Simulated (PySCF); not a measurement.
CH7AlGeO.

```xyz
11

Al     1.2578    -0.0034    -0.2536
Ge    -0.7084     0.0392     1.2591
H     -0.7352    -1.1838     2.2091
H     -0.7107     1.2892     2.1735
H     -2.0599     0.0414     0.5049
H      2.7665     0.0174     0.2112
O      1.0194    -0.0605    -1.9365
C     -0.0249    -0.0956    -2.8642
H      0.0372    -1.0096    -3.4818
H     -1.0237    -0.0782    -2.3861
H      0.0365     0.7701    -3.5479
```
Charge 0, spin multiplicity 1.

Geometry optimised at B3LYP-D3(BJ)/def2-SVP. The structure was generated by enumeration; whether it is a known compound was not checked. The values are those of a single conformer.

Method: PBE/pcSseg-1 (PySCF). Non-relativistic, no solvent.

Computed absolute GIAO shielding of each atom: isotropic value and principal components (ppm):
| atom | σ(iso) | σ11 | σ22 | σ33 | span |
|---|---|---|---|---|---|
| Al1 | 340.4 | 263.3 | 341.6 | 416.3 | 153.0 |
| Ge2 | 1724.9 | 1667.6 | 1744.9 | 1762.3 | 94.8 |
| H3 | 28.1 | 22.4 | 22.7 | 39.2 | 16.8 |
| H4 | 28.1 | 22.4 | 22.7 | 39.2 | 16.8 |
| H5 | 27.9 | 21.8 | 23.3 | 38.6 | 16.9 |
| H6 | 26.1 | 22.3 | 23.6 | 32.4 | 10.2 |
| O7 | 195.5 | -6.7 | 242.8 | 350.2 | 356.9 |
| C8 | 121.7 | 90.4 | 99.0 | 175.6 | 85.2 |
| H9 | 27.0 | 23.3 | 24.6 | 32.9 | 9.6 |
| H10 | 26.7 | 22.4 | 26.5 | 31.3 | 8.9 |
| H11 | 27.0 | 23.3 | 24.6 | 32.9 | 9.7 |
